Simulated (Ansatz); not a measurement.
Single points on the cluster Si3Mo⁺.

```yaml
crystal:
  periodic: [false, false, false]
  atoms:
    - {symbol: Mo, position_ang: [-0.159053, -0.254144, -1.312275]}
    - {symbol: Si, position_ang: [0.068553, -1.233509, 0.819134]}
    - {symbol: Si, position_ang: [1.355662, 0.715159, 0.093035]}
    - {symbol: Si, position_ang: [-1.265171, 0.772494, 0.400106]}
basis:
  gaussian: {orbitals: def2-TZVP, initial_orbitals: start.molden}
total_charge: 1
magnetization: {spin_polarized: true, initial_magnetization: 1}
hamiltonian: {xc: pbe, dispersion: d4}
scf: {omitted_lower_state_checks: [starts]}
output: {orbitals: {seedname: orbitals}}
```

The file start.molden holds the orbitals of an earlier run on this structure, at another level or in another basis.

```sh
$ ansatz run in.yaml --threads 4 --pin off --events-out ev --progress --plain --max-ram 3916MiB
```

It prints (some lines left out):

```
Functional definition: PBE
1064 factors; their error is unknown
mean field evaluation 1: about -25469.4274 eV, gradient 7.5e0 eV
mean field evaluation 2: about -25469.5509 eV, gradient 2.8e-1 eV
mean field evaluation 4: about -25469.5411 eV, gradient 1.0e-1 eV
mean field evaluation 8: about -25469.5412 eV, gradient 2.3e-5 eV
mean field -25469.54122295 eV, -935.9883760682 hartree, gradient 2.3e-5 eV, S^2 0.768921; 0 other end points of the search recorded, 0 dependent functions left out
reference -25469.54126113 eV, -935.9883774715 hartree; 28, 27 occupied and 123, 124 virtual orbitals, 1064 factors
Total energy: -25469.80388404 eV, -935.9980286854 hartree
Checks for a lower state left out: starts
```

It took 3.8 s on 4 threads of Arm Neoverse V2 on a shared host.

First input, but with `hamiltonian: {xc: {name: wB97X-V}}` (abridged; 40 s):

```
Functional definition: wB97X-V
mean field -25473.61517870 eV, -936.1380911807 hartree, gradient 1.6e-5 eV, S^2 0.839265
Total energy: -25473.61517686 eV, -936.1380911132 hartree
Checks for a lower state left out: starts
```

The first input with `correlation: {method: mp2}` and without the key `hamiltonian` (abridged; 3 s):

```
Functional definition: HF
mean field -25415.24434765 eV, -933.9930027049 hartree, gradient 3.4e-6 eV, S^2 3.194292
15 core orbitals not correlated: weight in the atoms' cores, before any rotation towards them, 1.000 or more for the frozen orbitals, at most 0.000 for the correlated occupied ones
second order -18.10088238 eV of doubles, -0.00000000 eV of singles
Total energy: -25433.34523004 eV, -934.6581978632 hartree
Checks for a lower state left out: starts
```

First input, but with `hamiltonian: {xc: {text: "exchange = 0.50*pbe_x + 0.50*exact_x\ncorrelation = pbe_c"}}` (abridged; 14 s):

```
Functional definition: unnamed
mean field -25470.10270837 eV, -936.0090102769 hartree, gradient 9.4e-6 eV, S^2 1.338978
Total energy: -25470.10272757 eV, -936.0090109826 hartree
Checks for a lower state left out: starts
```

As the first input, with `hamiltonian: {xc: pbe0, dispersion: d4}`, `output: {forces: true, orbitals: {seedname: orbitals}}` (abridged; 14 s):

```
Functional definition: PBE0
mean field -25469.66648178 eV, -935.9929792452 hartree, gradient 1.4e-5 eV, S^2 0.853784
Total energy: -25469.88746765 eV, -936.0011003263 hartree
Atom 0 force     0.053161     0.209675     0.417748 eV/Å
Atom 1 force    -0.005968     0.090207    -0.071699 eV/Å
Atom 2 force    -0.260231    -0.144962    -0.145021 eV/Å
Atom 3 force     0.213038    -0.154920    -0.201028 eV/Å
Dipole moment:    -0.033732    -0.042271    -0.279309 e Å
Checks for a lower state left out: starts
```

As the first input, with `hamiltonian: {xc: {text: "exchange = 0.65*pbe_x + 0.35*exact_x\ncorrelation = pbe_c"}}` (abridged; 13 s):

```
Functional definition: unnamed
mean field -25469.79660011 eV, -935.9977610058 hartree, gradient 1.3e-5 eV, S^2 0.992759
Total energy: -25469.79662488 eV, -935.9977619160 hartree
Checks for a lower state left out: starts
```

As the first input, with `hamiltonian: {xc: {name: PBE-QIDH}}` and without the key `output` (abridged; 11 s):

```
Functional definition: PBE-QIDH
mean field -25451.66645282 eV, -935.3314903819 hartree, gradient 5.7e-6 eV, S^2 1.992221
15 core orbitals not correlated: weight in the atoms' cores, before any rotation towards them, 1.000 or more for the frozen orbitals, at most 0.000 for the correlated occupied ones
second order -23.70144900 eV of doubles, -0.00000000 eV of singles
Total energy: -25459.56694780 eV, -935.6218282172 hartree
Checks for a lower state left out: starts
```

Geometry: r2SCAN-D4/def2-SVP.

In the def2 sets Mo takes a core potential; there is no spin–orbit coupling. Correlated methods freeze 15 core orbitals; core or outer-core shells of Mo are correlated, in sets that lack core-valence functions. At ωB97X-V/def2-TZVP, MP2/def2-TZVP, PBE with 50 % exact exchange/def2-TZVP, PBE0-D4/def2-TZVP and others the charge 1 doublet is spin-contaminated (final ⟨S²⟩ up to 3.19, 0.75 for a pure state). The structure comes from a short search, and lower isomers may exist.
